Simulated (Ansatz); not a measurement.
The cluster Ge8Ir⁻ (the lowest singlet isomer of a short search) was relaxed with PBE-D4 (def2-SVP) in Ansatz in these states: charge -1 quintet, charge -1 singlet, charge -1 triplet. The geometries follow in no particular order.

In the def2 sets Ir takes a core potential; there is no spin–orbit coupling.

A:

```xyz
9

Ir   -0.227    0.472    0.649
Ge   -1.573   -1.607    1.413
Ge    2.141   -0.200    0.664
Ge   -0.852    1.751   -1.462
Ge    0.567   -2.157   -0.104
Ge    1.166   -0.140   -1.970
Ge    1.556    2.096   -0.585
Ge   -1.427    0.647    2.702
Ge   -1.352   -0.862   -1.308
```

B:

```xyz
9

Ir    0.805   -0.074   -0.351
Ge    0.646    1.620    1.935
Ge    0.701   -1.267    1.846
Ge   -0.471    0.037   -2.688
Ge   -1.507    0.096    1.672
Ge   -2.122   -0.910   -0.848
Ge    0.203   -2.184   -1.476
Ge    2.748    1.015    0.459
Ge   -1.003    1.666   -0.549
```

C:

Cartesian coordinates in Å:
```
Ir -0.0025 0.9130 -0.6857
Ge 2.1314 0.5328 0.8871
Ge 1.0647 -1.2054 -1.2555
Ge -2.4031 0.8372 0.5541
Ge 1.4340 -1.9737 1.2109
Ge -1.3790 -1.8229 -0.1055
Ge -1.9871 0.0511 -1.8590
Ge 1.4625 2.7274 -0.4166
Ge -0.3209 -0.0595 1.6702
```

Judge from the bond lengths which geometry belongs to which state (an estimate).

A is the charge -1 triplet (Ge3–Ge6 2.810 Å, Ge2–Ge9 2.830 Å, Ir1–Ge2 2.592 Å); B is the charge -1 quintet (Ge3–Ge6 3.919 Å, Ge2–Ge9 2.982 Å, Ir1–Ge2 2.850 Å); C is the charge -1 singlet (Ge3–Ge6 2.771 Å, Ge2–Ge9 2.642 Å, Ir1–Ge2 2.678 Å).
